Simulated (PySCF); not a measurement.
Job file and geometry (Å, from PBE0-D3(BJ)/def2-SVP) of an NMR shielding run on `CC#C[SiH2][Si@@H](C)[SiH2][SiH3]`, C₄H₁₄Si₄, PySCF, GIAO mPW1PW91/pcSseg-1 NMR shielding, non-relativistic, gas phase; density fitting, a coarse starting grid and PySCF grid level 2 are the driver's defaults:

```
$ OMP_NUM_THREADS=1 python probes_run.py task.json out

{"job": {"kind": "nmr", "xc": "mPW1PW91", "basis": "pcSseg-1", "pop": false}, "charge": 0, "multiplicity": 1}
C      4.496969     1.146851    -0.033846
C      3.433119     0.165739    -0.138374
C      2.545384    -0.666309    -0.228082
Si     1.145252    -1.840153    -0.312464
Si    -0.723382    -0.778234     0.661001
C     -0.237700     0.948629     1.251692
Si    -2.455715    -0.625216    -0.912876
Si    -4.335968     0.372765     0.069366
H      4.556921     1.761737    -0.945494
H      4.330444     1.822344     0.819873
H      5.472998     0.657166     0.107045
H      1.498585    -3.099870     0.412698
H      0.875588    -2.191332    -1.741739
H     -1.221313    -1.600445     1.812825
H      0.569786     0.882312     1.996597
H      0.131162     1.547165     0.405485
H     -1.095111     1.467875     1.706397
H     -1.998493     0.217256    -2.066083
H     -2.820689    -1.979620    -1.439195
H     -4.828515    -0.480042     1.195736
H     -5.451414     0.566295    -0.908623
H     -3.955957     1.710286     0.624537
```

Problem. What does the program print?

Solution. 
```
coarse grid: 19520 points
cycle   1  E = -1318.6265629887  dE =  1.336e-01  |g| = 4.593e-01  |ddm| = 4.303e+00
cycle   2  E = -1318.6051688960  dE =  2.139e-02  |g| = 5.293e-01  |ddm| = 1.078e+00
cycle   3  E = -1318.6783026889  dE = -7.313e-02  |g| = 1.355e-01  |ddm| = 6.351e-01
cycle   4  E = -1318.6822749487  dE = -3.972e-03  |g| = 5.457e-02  |ddm| = 1.315e-01
cycle   5  E = -1318.6830407646  dE = -7.658e-04  |g| = 1.085e-02  |ddm| = 5.895e-02
cycle   6  E = -1318.6830739243  dE = -3.316e-05  |g| = 2.402e-03  |ddm| = 1.555e-02
cycle   7  E = -1318.6830754728  dE = -1.548e-06  |g| = 3.934e-04  |ddm| = 3.263e-03
final grid: 167744 points
cycle   8  E = -1318.7262972330  dE = -2.530e-05  |g| = 4.288e-03  |ddm| = 3.725e-02
cycle   9  E = -1318.7262950812  dE =  2.152e-06  |g| = 5.130e-03  |ddm| = 9.619e-03
cycle  10  E = -1318.7263018804  dE = -6.799e-06  |g| = 1.091e-03  |ddm| = 5.104e-03
cycle  11  E = -1318.7263021624  dE = -2.820e-07  |g| = 2.944e-04  |ddm| = 9.729e-04
cycle  12  E = -1318.7263021826  dE = -2.017e-08  |g| = 8.791e-05  |ddm| = 3.119e-04
cycle  13  E = -1318.7263021847  dE = -2.115e-09  |g| = 1.086e-05  |ddm| = 8.914e-05
cycle  14  E = -1318.7263021847  dE = -2.865e-11  |g| = 2.459e-06  |ddm| = 1.745e-05
converged SCF energy = -1318.7263021847

GIAO shielding tensors (ppm)
atom      isotropic    diamagn.    paramagn.     s11        s22        s33       span
  0 C      177.147     249.827     -72.680    168.053    168.525    194.863     26.809
  1 C       66.135     274.404    -208.268    -29.574    -28.622    256.603    286.177
  2 C      106.349     259.773    -153.424     23.227     26.315    269.504    246.278
  3 Si     441.622     882.993    -441.370    422.887    441.448    460.532     37.645
  4 Si     430.121     884.064    -453.943    405.783    411.653    472.926     67.143
  5 C      191.802     257.298     -65.496    183.878    193.519    198.008     14.130
  6 Si     459.583     882.807    -423.225    450.051    460.354    468.343     18.293
  7 Si     454.842     879.971    -425.129    444.739    455.952    463.833     19.094
  8 H       29.336      28.467       0.869     24.529     27.553     35.925     11.395
  9 H       29.337      30.643      -1.306     24.136     28.379     35.495     11.358
 10 H       29.316      22.368       6.948     24.270     27.256     36.422     12.152
 11 H       26.981      29.200      -2.219     23.203     25.318     32.423      9.220
 12 H       27.183      30.223      -3.040     23.337     26.294     31.917      8.579
 13 H       27.623      31.825      -4.202     24.402     25.628     32.840      8.438
 14 H       30.729      33.935      -3.206     25.878     28.158     38.151     12.273
 15 H       31.113      36.103      -4.989     27.681     28.405     37.253      9.572
 16 H       30.872      33.021      -2.150     24.975     29.300     38.340     13.365
 17 H       27.969      31.272      -3.304     24.455     26.545     32.905      8.450
 18 H       28.038      30.272      -2.234     24.112     26.263     33.740      9.628
 19 H       27.785      28.712      -0.928     24.395     25.997     32.962      8.566
 20 H       27.611      27.869      -0.258     24.036     25.038     33.759      9.723
 21 H       27.747      29.555      -1.808     23.933     27.098     32.209      8.276
```

Problem. Turn these shieldings into chemical shifts. Referencing at the same level of theory: 13C (σ = 183.54 ppm), 29Si (σ = 350.83 ppm), 1H (σ = 31.32 ppm) against TMS.

Solution. Averaging equivalent atoms: C 1: 117.4; C 2: 77.2; C 0: 6.4; C 5: -8.3; Si 4: -79.3; Si 3: -90.8; Si 7: -104.0; Si 6: -108.8; H 11: 4.34; H 12: 4.13; H 13: 3.69; H 19/20/21: 3.60; H 17: 3.35; H 18: 3.28; H 8/9/10: 1.99; H 14/15/16: 0.41 ppm. 

Size and cost of the density-fitted run: 234 basis functions, 46 s wall time on 1 thread of an Arm Neoverse V1, shared host; peak memory 1.1 GiB.
